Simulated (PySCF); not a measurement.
## Nuclear quadrupole coupling in `N#C[SiH2]C[C@H](F)[SiH3]`

C₃H₈FNSi₂.
Atom-mapped SMILES: `[N:1]#[C:2][SiH2:3][CH2:4][C@H:5]([F:6])[SiH3:7]` (hydrogens: H8, H9 on Si3; H10, H11 on C4; H12 on C5; H13, H14, H15 on Si7)

Cartesian coordinates in Å at the GFN2-xTB level; atoms count from 1:
```
atom  x, y, z in Å
N1     3.371    1.365    0.536
C2     2.779    0.385    0.495
Si3    1.768   -1.187    0.406
C4     0.112   -0.633   -0.364
C5    -0.621    0.393    0.492
F6    -0.833   -0.157    1.758
Si7   -2.325    0.931   -0.217
H8     2.478   -2.101   -0.490
H9     1.626   -1.696    1.767
H10   -0.536   -1.499   -0.509
H11    0.278   -0.190   -1.348
H12    0.030    1.259    0.669
H13   -3.130   -0.279   -0.381
H14   -2.060    1.563   -1.510
H15   -2.941    1.854    0.731
```

Field gradients from the PBE0/pcSseg-1 density (PySCF, non-relativistic), principal values in atomic units, ordered |Vxx| ≤ |Vyy| ≤ |Vzz|:

```csv
atom,Vxx,Vyy,Vzz
N1,0.5696,0.5869,-1.1565
```

Question: Find the asymmetry η = (Vxx − Vyy)/Vzz and the couplings χ = eQV/h (234.96 MHz × Q in barn × V in au), with Q(14N) = 0.02044 b.

Answer: 
```
atom     environment  nucleus     η  χzz (MHz)  χxx (MHz)  χyy (MHz)
  N1  cyano nitrogen      14N  0.01      -5.55       2.74       2.82
```

The gradient is axial or nearly so (η below 0.05) at N1. The tensor is traceless: Vxx + Vyy + Vzz = 0.

Question: What is Vzz at N1 in SI units (1 au = 9.71736 × 10²¹ V/m²)?

Answer: -1.1565 au = -11.239 × 10²¹ V/m².

Question: And the gradient at the other heavy atoms, for which no coupling is worked out here?

Answer: 
```
atom                  environment  Vzz (au)     η
  C2                 cyano carbon    -0.453  0.01
 Si3                 SiH2 silicon     0.582  0.30
  C4  sp3 carbon bound to silicon     0.062  0.48
  C5               sp3 C–F carbon     0.569  0.30
  F6               alkyl fluorine     3.043  0.05
 Si7                 SiH3 silicon     0.190  0.24
```

Question: What couplings would deuterons (Q(2H) = 0.00286 b) have in place of the hydrogens, at this geometry?

Answer: 
```
atom  bonded to  bond length (Å)  Vzz (au)     η  χzz (kHz)
  H8        Si3            1.465    0.1585  0.02        107
  H9        Si3            1.459    0.1621  0.03        109
 H10         C4            1.092    0.3072  0.03        206
 H11         C4            1.091    0.3085  0.04        207
 H12         C5            1.097    0.2825  0.07        190
 H13        Si7            1.462    0.1630  0.02        110
 H14        Si7            1.463    0.1618  0.02        109
 H15        Si7            1.459    0.1652  0.01        111
```

One conformer (not necessarily the lowest) at the GFN2-xTB geometry, without solvent, vibrations or thermal averaging. GFN2-xTB bond lengths can be off by several hundredths of an ångström, more for odd bonds, and the gradients follow them. These gradients aren't converged with respect to the basis.
